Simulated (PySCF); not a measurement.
**Does the structure fit the spectrum?**

A compound C₅H₈O₃Si gives the data below (simulated from a calculation) and was assigned the structure `CO[SiH2]Oc1ccoc1`.

¹³C{¹H} NMR (computed): δ 161.6 (C), 151.1 (CH), 126.4 (CH), 116.2 (CH), 3.4 (CH3).

¹H NMR (400 MHz, computed): δ 7.65 (m, 1H), 7.14 (m, 1H), 6.68 (m, 1H), 2.00 (br s, 2H), 0.15 (s, 3H).

Non-relativistic, averaged over atoms made equivalent by symmetry, fast rotation or ring inversion, one computed conformer, no solvent model. Shieldings: GIAO PBE0/pcSseg-1; GFN2-xTB structure; PySCF.

Chemical shifts δ = σref − σ; ¹H, ¹³C vs TMS, all at this level.

(1) Compare with the shifts computed for the proposed structure, pairing carbons in order of shift.

(2) Which isomer fits?

Answers

(1) Numbering as in the mapped SMILES `[CH3:1][O:2][SiH2:3][O:4][c:5]1[cH:6][cH:7][o:8][cH:9]1`. Each H is labelled by its parent atom.

| atom | computed for proposal | given list | difference |
| --- | --- | --- | --- |
| C5 | 150.9 | 161.6 | -10.7 |
| C7 | 146.5 | 151.1 | -4.6 |
| C9 | 128.3 | 126.4 | +1.9 |
| C6 | 113.0 | 116.2 | -3.2 |
| C1 | 50.2 | 3.4 | +46.8 |

The rms difference is 21.6 ppm and the largest +46.8 ppm at C1 (methyl carbon bonded to O). The proposal doesn't fit.

(2) SMILES C[Si](O)(O)c1ccco1.

1. Carbon types of the structure: 1 × C, 3 × CH, 1 × CH3, leaving 2 H on heteroatoms.
2. δC 161.6: substituted aromatic carbon next to the ring oxygen.
3. δC 151.1: aromatic CH next to the ring oxygen.
4. δC 126.4, 116.2: aromatic CH.
5. δH 7.14, 6.68: hydrogen on an aromatic CH; ring-current deshielding.

The shifts were computed for this structure.

Exchangeable OH/NH protons stand at their gas-phase positions; hydrogen bonding in a real sample shifts them, mostly to higher δ. Shifts are as computed. Against solution values, carbons near 30 ppm lie about +3 ppm off and those near 130 ppm about +5 ppm. Of 1211 compounds with measured shifts, 218 miss one by over three times the rms of a fit or turn the order of signals round; such compounds aren't used in these exercises. Multiplicities follow the n + 1 count of equivalent neighbours, as no J values were calculated; m marks all less simple cases, F and P coupling included.
